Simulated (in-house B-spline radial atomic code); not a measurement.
## Ionising Sb⁸⁺ with different functionals

Computed with an all-electron radial atomic-structure program (B-spline basis): four-component Dirac-Coulomb Hamiltonian, Fermi nucleus of rms radius 4.6802 fm, spin-restricted, spherical fractional occupations for the functionals, and exact exchange of hybrids averaged over the configuration. The ionisation energy is the difference of two self-consistent energies, [Kr] 4d7 → [Kr] 4d6, without Breit or QED terms; ε is the level of the shell that loses the electron (mean over j). The electron is taken from both j subshells in proportion to 2j + 1, so the result is a j average, not the step between ground levels.

```
   method                    rung  ΔSCF (eV)  -ε(4d) (eV)
BHandHLYP           global hybrid     165.21       160.12
    B97-1           global hybrid          ?            ?
  LC-wPBE  range-separated hybrid     165.39       159.45
    HSE06  range-separated hybrid          ?            ?
```

What does HSE06 give?

ΔSCF 165.37 eV, and -ε(4d) = 156.65 eV.

What does B97-1 give?

ΔSCF 165.32 eV, and -ε(4d) = 156.49 eV.

Among the functionals, which spreads more, the ΔSCF values or the orbital energies?

The orbital energies: ΔSCF values span about 0.18 eV and the orbital energies 3.63 eV; here energy differences depend much less on the functional than eigenvalues do.

How do they compare with the NIST value?

NIST lists 162 eV ± 2.2 (tabulated theory, ground level to ground level). Errors run from +3.21 to +3.39 eV; all lie within about twice that uncertainty, so the table can't rank the methods.
